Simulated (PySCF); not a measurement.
C₃H₁₁B₂N.
Structure used (PBE0-D3(BJ)/def2-SVP), in Å, numbered top down from 1:
```
atom  x, y, z in Å
C1     2.604    0.784    0.235
B2     1.550   -0.038    1.050
C3     0.743   -1.229    0.462
B4    -0.471   -0.486   -0.243
N5    -1.665   -0.255    0.437
C6    -2.842    0.415   -0.056
H7     2.367    1.862    0.267
H8     3.580    0.697    0.750
H9     2.735    0.474   -0.812
H10    1.316    0.316    2.192
H11    0.372   -1.920    1.235
H12    1.303   -1.768   -0.318
H13   -0.379   -0.056   -1.374
H14   -1.752   -0.589    1.392
H15   -3.094    1.304    0.547
H16   -2.665    0.746   -1.088
H17   -3.724   -0.248   -0.059
```

Level of theory: core-valence-separated Tamm–Dancoff BHandHLYP/aug-pcX-1 (pcseg-1 on H) in PySCF, non-relativistic, gas phase, PBE0-D3(BJ)/def2-SVP geometry. The energies are unshifted.

The lowest roots of each edge with f over 0.003 (five at most, numbered afresh; weaker and dark ones are left out), with transition dipoles (au) in the frame of the coordinates:

```
root  edge  E (eV)       f       μx       μy       μz
   1     C  282.86  0.0031  -0.0149   0.0147  -0.0036
   2     C  284.49  0.0113  -0.0018   0.0381  -0.0126
   3     C  284.64  0.0064   0.0241   0.0175  -0.0060
   4     C  284.83  0.0166   0.0124  -0.0095  -0.0462
   5     C  284.97  0.0065  -0.0269  -0.0033   0.0140
   6     N  398.63  0.0276   0.0180   0.0448   0.0223
   7     N  399.73  0.0186   0.0069   0.0201  -0.0381
   8     N  401.11  0.0033   0.0157  -0.0057  -0.0074
   9     N  401.52  0.0036   0.0112  -0.0024   0.0152
  10     N  401.71  0.0030  -0.0117   0.0120  -0.0051
  11     B  185.87  0.0883   0.1013  -0.0842   0.0453
  12     B  187.13  0.0727   0.0373   0.1134   0.0400
  13     B  190.12  0.0136   0.0454   0.0152   0.0249
  14     B  190.44  0.0082  -0.0155   0.0087   0.0380
  15     B  190.71  0.0151  -0.0028   0.0132  -0.0552
```

Problem. Molecules are fixed in this frame and the field points along x. What effective strengths 3 f cos²θ do the roots have (θ between field and μ)?

Solution. root 1 (C3): 0.005, root 2 (C3): 0.000, root 3 (C1): 0.012, root 4 (C3): 0.003, root 5 (C3): 0.015, root 6 (N5): 0.009, root 7 (N5): 0.001, root 8 (N5): 0.007, root 9 (N5): 0.004, root 10 (N5): 0.004, root 11 (B2): 0.140, root 12 (B4): 0.019, root 13 (B4): 0.029, root 14 (B2): 0.003, root 15 (B4): 0.000. Root 11 is the strongest. Averaged over all orientations cos²θ is 1/3, which gives f back.

One conformer stands for the species.
